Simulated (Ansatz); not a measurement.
`C[NH][Al]([F])[F]` + H₂ → `[F][AlH][F]` + CH₃NH₂ at 500 K and 1 bar (hydrogenolysis of the Al–N bond).

Calculated with Ansatz (gas phase, PBE0-D4/def2-TZVP geometries, no zero-point term in ΔE). CCSD(T)/CBS adds triple-zeta CCSD(T) − MP2 to the extrapolated MP2 energy (def2 sets, frozen cores). This one scheme is used for every species. Each species was taken in one conformer, which may not be the lowest.

```json
{"species": "`C[NH][Al]([F])[F]`", "CCSD(T)/CBS energy (Eh)": "-536.95512", "H − E (kJ/mol)": "199.9", "S (J/(mol·K))": "396.9"}
{"species": "H₂", "CCSD(T)/CBS energy (Eh)": "-1.17544", "H − E (kJ/mol)": "41.0", "S (J/(mol·K))": "145.5"}
{"species": "`[F][AlH][F]`", "CCSD(T)/CBS energy (Eh)": "-442.35155", "H − E (kJ/mol)": "55.5", "S (J/(mol·K))": "295.8"}
{"species": "CH₃NH₂", "CCSD(T)/CBS energy (Eh)": "-95.75281", "H − E (kJ/mol)": "191.8", "S (J/(mol·K))": "270.3"}
```

H − E and S are ideal-gas, rigid-rotor, harmonic terms from PBE0-D4/def2-TZVP, for one conformer and one mirror image of each species. The MP2-based limit puts H₂ 0.8 mEh under its directly extrapolated value; such offsets cancel only in part. 1 Eh = 2625.50 kJ/mol, R = 8.31446 J/(mol·K).

Problem. By hand: ΔE, ΔH, ΔS and ΔG.

Solution. ΔE = (-442.35155) + (-95.75281) − (-536.95512) − (-1.17544) = 0.02620 Eh = 68.8 kJ/mol. Δ(H − E) = 55.5 + 191.8 − 199.9 − 41.0 = 6.4, so ΔH = 75.2 kJ/mol. ΔS = 295.8 + 270.3 − 396.9 − 145.5 = 23.7 J/(mol·K). ΔG = 75.2 − 500 × (23.7)/1000 = 63.4 kJ/mol.

Problem. By hand: the equilibrium constant, and the temperature at which ΔG would vanish if ΔH and ΔS stayed fixed.

Solution. log₁₀ K = −ΔG/(RT ln 10) = -6.6. ΔG = 0 at ΔH/ΔS = 3173 K, far beyond where these terms or the molecules hold.

ΔH outweighs TΔS. A doubt of 5 kJ/mol in ΔE shifts log₁₀ K by 0.5 here. Other conformers and mirror images would add mixing entropy, several J/(mol·K) or more a flexible species. These are equilibria of isolated gas molecules and say nothing of rates. Largest T1 diagnostic: 0.013 (customary marks: 0.02 for closed shells, 0.045 for open ones).
